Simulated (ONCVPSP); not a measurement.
**magnesium (Mg) ONCV: all-electron and pseudo phase curves**

Mg (Z = 12), optimised norm-conserving Vanderbilt (ONCV), made with ONCVPSP 4.0.1 (PBE, non-relativistic). Core [He], reference 2s2 2p6 3s2. Waves: 2s+3s: rc 1.20 bohr, ncon 3, nbas 6, qcut 8.2 1/bohr, 3 projectors, debl 3.8 Ha; 2p: rc 0.90 bohr, ncon 4, nbas 8, qcut 13.4 1/bohr, 2 projectors, debl 1.2 Ha; d scattering state at 0.04 Ha: rc 1.10 bohr, ncon 3, nbas 7, qcut 9 1/bohr, 1 projector. Local part: polynomial inside 0.80 bohr (lpopt 3, dvloc0 0 Ha). Core correction: Teter function, fcfact 2.5, rcfact 1.75.

In the p channel the program set the typed energies aside and used -1.715, 0.250 Ha.

The phase is arctan(r·R′/R) of the radial function R(r), unwrapped; energies in Ha, scanned from -4 to 5 Ha. A pole is an energy at which the radial function vanishes at the test radius. The pseudo phase is shifted by a multiple of π to meet the all-electron one at the reference energy, and phase errors are pseudo minus all-electron; the curves can meet again beyond the range given. Levels narrower than the energy grid can be missing from the lists of poles.

Question: For each channel, where are the poles, and over which energies does the pseudopotential scatter like the atom?

Answer:

```tsv
channel	radius (bohr)	reference energy (Ha)	poles, all-electron	poles, pseudo	unbroken range about the reference energy with phases within 0.05 rad	phase error 1 Ha above the reference energy (rad)
s	1.22	-0.17	-2.27	-2.27	the whole range	+0.000
p	0.91	-1.71	0.27	0.27	the whole range	+0.000
d	1.11	0.04	none	none	the whole range	+0.000
```

Phases in the s channel:

```tsv
E (Ha)	all-electron	pseudo
-3.98	0.382	0.382
-3.74	-0.022	-0.022
-3.50	-0.524	-0.524
-3.26	-0.937	-0.937
-3.02	-1.202	-1.202
-2.78	-1.369	-1.369
-2.54	-1.481	-1.481
-2.30	-1.562	-1.562
-2.06	-1.625	-1.625
-1.82	-1.677	-1.677
-1.58	-1.722	-1.722
-1.34	-1.764	-1.764
-1.10	-1.802	-1.802
-0.86	-1.841	-1.841
-0.62	-1.879	-1.879
-0.38	-1.920	-1.920
-0.14	-1.963	-1.963
0.10	-2.011	-2.011
0.34	-2.066	-2.066
0.58	-2.128	-2.128
0.82	-2.201	-2.201
1.06	-2.289	-2.289
1.30	-2.396	-2.396
1.54	-2.526	-2.526
1.78	-2.684	-2.684
2.02	-2.872	-2.871
2.26	-3.082	-3.081
2.50	-3.300	-3.300
2.74	-3.508	-3.508
2.98	-3.691	-3.691
3.22	-3.845	-3.845
3.46	-3.971	-3.971
3.70	-4.074	-4.074
3.94	-4.157	-4.157
4.18	-4.225	-4.225
4.42	-4.282	-4.282
4.66	-4.330	-4.330
4.90	-4.371	-4.371
```
